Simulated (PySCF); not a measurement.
Ligand exchange on a metal centre used in film growth or etching (Hf Cl-H). All species are isolated molecules in the gas phase.

Computed with B3LYP-D3(BJ)/def2-TZVP // r2SCAN-D4/def2-SVP (PySCF). All candidates: neutral, multiplicity 1. B3LYP has the VWN-RPA correlation part, as in Gaussian. 

* **LUMO**: -2.42 eV
* **dipole moment**: 0.00 D
* **HOMO**: -9.42 eV

Question: Say which member has these values.
A. [Hf(H)4]
B. [Hf(Cl)2(H)2]
C. [Hf(Cl)4]
D. [Hf(Cl)(H)3]

Answer: C, [Hf(Cl)4]. The others give [Hf(Cl)(H)3]: -2.44 eV, 0.50 D, -8.43 eV; [Hf(H)4]: -2.34 eV, 0.00 D, -8.27 eV; [Hf(Cl)2(H)2]: -2.63 eV, 0.11 D, -8.61 eV
